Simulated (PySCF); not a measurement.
MN15 on P⁺ (phosphorus, charge +1)

Configuration: [Ne] 3s2 3p2, high-spin 3P determinant. Calculation: PySCF 2.14, in cc-pVDZ-DK; scalar relativity by spin-free X2C-1e.

| Property | Result |
| --- | --- |
| Total energy | -341.6869 hartree |
| One-electron energy | -466.8761 hartree |
| Hartree (Coulomb) energy | 148.1456 hartree |
| Exchange-correlation energy | -22.9563 hartree |
| ⟨S²⟩ | 2.0016 |
| ⟨L²⟩ | 2.009 |
| Sum of ⟨r⟩ | 12.05 bohr |
| Sum of ⟨r²⟩ | 20.72 bohr² |
| Traceless quadrupole moment −½Σ⟨3z² − r²⟩ along its main axis | 1.95 e·bohr² |
| Langevin diamagnetic susceptibility | -16.4 ×10⁻⁶ cm³/mol |
| Time after the integrals | 0.28 s of wall time on 1 thread of Intel(R) Xeon(R) Platinum 8375C CPU @ 2.90GHz (shared host) |

```
shell  electrons  mean orbital energy (eV)  spread (eV)  rms radius, mean of both spins (bohr)
 1s α          1                   -2091.9            0                                  0.120
 1s β          1                   -2091.7            0                                  0.120
 2s α          1                   -186.33            0                                  0.570
 2s β          1                   -186.12            0                                  0.570
 2p α          3                   -140.73        0.388                                  0.542
 2p β          3                   -140.46        0.586                                  0.542
 3s α          1                   -26.039            0                                   1.97
 3s β          1                   -23.672            0                                   1.97
 3p α          2                   -16.709            0                                   2.29
```

Densities and radii are taken from the X2C orbitals without a picture-change correction, which distorts them close to the nucleus.
